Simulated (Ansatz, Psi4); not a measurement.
System: dimethyl(silylmethoxy)silane, C₃H₁₂OSi₂, net charge 0, singlet state. SMILES: [SiH3]CO[SiH](C)C
Geometry from a B3LYP-D3(BJ)/def2-TZVP (Ansatz, an electronic-structure program) optimisation:
```xyz
18

C     -2.3224    -0.0001     1.5634
Si    -1.3505    -0.5096     0.0591
C     -2.1106     0.1429    -1.5208
O      0.1809     0.0879     0.2709
C      1.2540    -0.1861    -0.6299
Si     2.8534     0.4702     0.1367
H     -3.3431    -0.3862     1.5142
H     -1.8591    -0.3814     2.4748
H     -2.3753     1.0879     1.6397
H     -1.2652    -1.9939    -0.0387
H     -1.5249    -0.1432    -2.3970
H     -3.1185    -0.2577    -1.6550
H     -2.1809     1.2328    -1.5013
H      1.3413    -1.2641    -0.8184
H      1.0778     0.2914    -1.6018
H      2.7417     1.9289     0.3639
H      3.1106    -0.2109     1.4259
H      3.9821     0.2051    -0.7909
```

Quantity: vertical triplet-singlet gap, E(triplet) - E(singlet), in eV. Conventions: non-relativistic; six Cartesian d functions in 6-31G* and its kin unless marked 5d; each state is the SCF solution reached for its charge and spin; open shells spin-unrestricted; dispersion terms only where a functional's name holds one; frozen cores in correlated levels; 6-311+G** with 5d, 6d on Na to Ar in Ansatz; no spin-orbit coupling. Ab initio and DFT rows: single points at B3LYP-D3(BJ) geometries (Ansatz). Levels can end on unlike triplets.

```
level               program  vertical triplet-singlet gap, E(triplet) - E(singlet) (eV)
------------------  -------  ----------------------------------------------------------
HF/6-31G*            Ansatz                                                        7.83
HF/6-311+G**         Ansatz                                                        7.00
PBE/6-31G*           Ansatz                                                        6.53
B3LYP/STO-3G         Ansatz                                                        8.16
B3LYP/3-21G          Ansatz                                                        7.12
B3LYP/6-311+G**      Ansatz                                                        6.71
wB97X-D/6-31G*         Psi4                                                        7.55
MP2/6-31G*           Ansatz                                                        8.26
MP2/6-311+G**        Ansatz                                                        7.90
B3LYP/def2-TZVPD     Ansatz                                                        6.73
wB97M-V/def2-TZVPD   Ansatz                                                        7.30
wB97X-V/def2-TZVPD   Ansatz                                                        7.44
```

No value to compare with is used here. The 9 habitual levels span 6.53 (PBE/6-31G*) to 8.26 eV (MP2/6-31G*); B3LYP/def2-TZVPD gives 6.73.

The levels are drawn from those run, B3LYP/6-31G* more often than the rest, none by its result; left out are runs that failed, that the program found above a lower state of the same kind, or whose <S^2> lies over 0.5 above the pure value.
